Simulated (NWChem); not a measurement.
Species: CHAgO; SMILES [AgH]<-[C-]#[O+]

Program: NWChem. def2 effective core potentials on Ag; no spin-orbit coupling. Each level has its own optimisation; frequencies are unscaled.

```tsv
level	r Ag–H (Å)	r Ag–C (Å)	r C–O (Å)	highest harmonic frequency (cm⁻¹)	lowest (cm⁻¹)	zero-point energy (kcal/mol)
Hartree-Fock/3-21G (all-electron, non-relativistic)	1.779	2.416	1.121	2396	129	6.6
LDA (Slater exchange, VWN5)/def2-SVP (core potentials)	1.625	1.977	1.136	2208	91	8.0
PBE0/def2-SVP (core potentials)	?	?	1.126	?	?	7.8
```

Question: What belongs in the gaps?

Answer: 
- PBE0/def2-SVP (core potentials), r Ag–H (Å): 1.640
- PBE0/def2-SVP (core potentials), r Ag–C (Å): 2.076
- PBE0/def2-SVP (core potentials), highest harmonic frequency (cm⁻¹): 2289
- PBE0/def2-SVP (core potentials), lowest (cm⁻¹): 143
